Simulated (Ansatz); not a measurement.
Ansatz (a program for electronic structure) job for CuF, SMILES [F][Cu], multiplicity 1, PBE/def2-TZVPD. Geometry optimised at PBE0-D3(BJ)/def2-TZVPD. The multiplicity is an assumed one; other spin states were not compared.

Ansatz 0.2 input:
```yaml
crystal:
  periodic: [false, false, false]
  atoms:
    - {symbol: Cu, position_ang: [0.00000000, 0.00000000, -0.41790072]}
    - {symbol: F, position_ang: [0.00000000, 0.00000000, 1.34656897]}
basis:
  gaussian:
    orbitals: def2-TZVPD
hamiltonian:
  xc: {name: PBE}
```

Output:

```
WARN ansatz: RAYON_NUM_THREADS=1 ignored (pool sized by the plan → 1); use --threads N
Functional definition: PBE
integrals: 0.02 GiB planned
666 factors; their error is unknown
mean field: 0.18 GiB planned
mean field evaluation 1: about -47344.0195 eV, gradient 7.0e1 eV
mean field evaluation 2: about -47011.3089 eV, gradient 5.1e2 eV
mean field evaluation 4: about -47348.0337 eV, gradient 4.1e1 eV
mean field evaluation 8: about -47349.8431 eV, gradient 4.4e-2 eV
mean field -47349.82575385 eV, -1740.0740015894 hartree, gradient 3.7e-5 eV, S^2 0.000000; 0 other end points of the search recorded, 0 dependent functions left out
reference -47349.82579371 eV, -1740.0740030543 hartree; 19, 19 occupied and 69, 69 virtual orbitals, 666 factors
Total energy: -47349.82579371 eV, -1740.0740030543 hartree
```

The calculation finished and met its thresholds.
